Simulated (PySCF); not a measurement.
From a computed spectrum to the compound

A species of 7 atoms with charge -1 has these harmonic modes (PBE0, small Gaussian bases with core potentials, PySCF 2.14.0):

```json
{"cm⁻¹": "156", "km/mol": "0.7", "symmetry": "a''"}
{"cm⁻¹": "182", "km/mol": "220.7", "symmetry": "a'"}
{"cm⁻¹": "232", "km/mol": "115.2", "symmetry": "a'"}
{"cm⁻¹": "343", "km/mol": "414.4", "symmetry": "a''"}
{"cm⁻¹": "428", "km/mol": "478.5", "symmetry": "a'"}
{"cm⁻¹": "540", "km/mol": "1045.4", "symmetry": "a'"}
{"cm⁻¹": "702", "km/mol": "58.5", "symmetry": "a''"}
{"cm⁻¹": "806", "km/mol": "44.6", "symmetry": "a'"}
{"cm⁻¹": "840", "km/mol": "438.8", "symmetry": "a''"}
{"cm⁻¹": "981", "km/mol": "1107.3", "symmetry": "a'"}
{"cm⁻¹": "1024", "km/mol": "471.0", "symmetry": "a''"}
{"cm⁻¹": "1087", "km/mol": "44.0", "symmetry": "a'"}
{"cm⁻¹": "1645", "km/mol": "51.1", "symmetry": "a'"}
{"cm⁻¹": "3334", "km/mol": "311.5", "symmetry": "a'"}
{"cm⁻¹": "3364", "km/mol": "537.5", "symmetry": "a''"}
```

**Question.** Which species is it, and in which structure?

**Answer.** [DyH3(H2O)]− (singlet in the valence; each metal's 4f electrons, 10 of them, lie in its core potential, out of spins and levels):
```xyz
7

Dy    0.0774   -0.1660    0.1660
H     0.7422    2.0286    0.5514
H    -0.6508   -1.7053    1.7053
H     0.7422   -0.5514   -2.0286
O    -0.8190    1.5266   -1.5266
H    -0.2097    2.0574   -0.9500
H    -0.2097    0.9500   -2.0574
```
Ideal gas at 298.15 K and 1 bar: S = 329.1 J/(mol K), Cp = 87.0 J/(mol K), H − H(0 K) = 17.6 kJ/mol (rigid rotor, harmonic modes, spin degeneracy alone, that of the 4f electrons in the core included). An lcecp potential fixes the number of 4f electrons, so in runs with it no electron can move into or out of that shell; real Dy(II) is rare or takes another configuration.
 This is one of several that fit.
